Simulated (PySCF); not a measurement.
# A single-point calculation

Gd(NH2)3 (singlet in the valence; each metal's 4f electrons, 7 of them, lie in its core potential, out of spins and levels). PySCF 2.14.0, RKS PBE0, Gd lcecp-1-SVP with ECP53, N def2-SVP, H def2-SVP; non-relativistic Hamiltonian with scalar-relativistic core potentials where named; density fitting; no spin-orbit coupling. Purpose: finer grid at the relaxed geometry.

```python
mol = gto.M(atom='''
Gd    -0.00807    -0.00697    -0.03626
N      2.19009    -0.00016    -0.00182
H      2.81473    -0.80001     0.10957
H      2.80675     0.80945    -0.08351
N     -1.09826     1.89264    -0.22785
H     -2.10681     2.04955    -0.23238
H     -0.68404     2.82182    -0.31560
N     -1.10061    -1.89862     0.21451
H     -0.70177    -2.83044     0.33987
H     -2.11200    -2.03725     0.23347''',
    basis={'Gd': 'lcecp-1-SVP', 'N': 'def2-SVP', 'H': 'def2-SVP'},
    ecp={'Gd': 'lcecp-1-SVP'},
    charge=0, spin=0)
mf = dft.RKS(mol, xc='PBE0')
mf.grids.atom_grid = (75, 302)  # f atoms: unpruned, at least (60, 302)
mf = mf.density_fit()  # fitting sets: Gd AutoAux, N def2-universal-JKFIT, H def2-universal-JKFIT
mf.conv_tol = 1e-09; mf.max_cycle = 55
mf.kernel(dm0)  # dm0: converged density of the relaxed state
mf.nuc_grad_method().kernel()
```

Run from Python with OMP_NUM_THREADS=2; the lines above give its settings. Where DIIS fails, smearing, a level shift and second-order steps follow.
It took 16 s on 2 threads of Arm Neoverse V1 (shared host), with gradient, populations and further properties, from an already converged density.

(1) Where do the frontier levels lie, over both spins?

(2) What does the SCF print?

(3) What are the Mulliken charges and spins?

(4) What forces act on the atoms (eV/Å)?

An lcecp potential fixes the number of 4f electrons, so in runs with it no electron can move into or out of that shell.

Results:

(1) HOMO -6.00 eV, LUMO -1.09 eV. The 4f levels lie in the core potential and are missing.

(2) 
```
init E= -203.530372398455
cycle= 1 E= -203.530372398892  delta_E= -4.37e-10  |g|= 9.52e-06  |ddm|= 9.13e-05
Extra cycle  E= -203.530372398862  delta_E= 3e-11  |g|= 1.56e-05  |ddm|= 2.33e-05
converged SCF energy = -203.530372398862
```

(3) 
```tsv
atom	charge (e)	spin (e)
Gd1	0.932	0.000
N2	-0.555	0.000
H3	0.122	0.000
H4	0.122	0.000
N5	-0.555	0.000
H6	0.122	0.000
H7	0.122	0.000
N8	-0.555	0.000
H9	0.122	0.000
H10	0.122	0.000
```
The spin of the 4f electrons in the core isn't counted.

(4) 
```
Gd   0.00 -0.01  0.00
N   -0.01  0.00  0.00
H    0.00  0.00  0.00
H    0.01  0.00  0.00
N    0.01  0.00  0.01
H   -0.01  0.00  0.00
H    0.00  0.01 -0.01
N    0.00  0.00 -0.01
H   -0.01  0.00  0.00
H    0.00  0.00  0.00
```
Forces carry noise of the integration grid, about 0.01 to 0.03 eV/Å.
